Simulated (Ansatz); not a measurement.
Basis-set extrapolation for CH$_{5}$F$_{2}$NOSi, SMILES `NC(F)O[SiH2]F` (PBE0-D4/def2-TZVP geometry, frozen core, Ansatz). Multiplicity 1, RHF reference.

|  | def2-TZVPP | def2-QZVPP |
| --- | --- | --- |
| HF | -658.200868 | -658.227661 |
| MP2 correlation | -1.229103 | -1.333083 |
| CCSD(T) correlation | -1.298920 | not run |

Energies in hartree. Use E(X) = E(∞) + A·exp(−7.88·√X) for Hartree–Fock and E(X) = E(∞) + B·X^(−2.97) for correlation, with X = 3 and 4, and add CCSD(T) minus MP2 of the smaller set to the MP2 limit.

Problem. What is the CCSD(T) energy at the basis-set limit?

Solution. HF limit: -658.227661 + (-0.026793) × 0.13774 = -658.23135. MP2 limit: -1.333083 + (-0.103980) × 0.74074 = -1.41011. Higher-order term: -1.298920 − (-1.229103) = -0.06982. Total: -659.71128 hartree, 555.3 kJ/mol below CCSD(T)/def2-TZVPP.
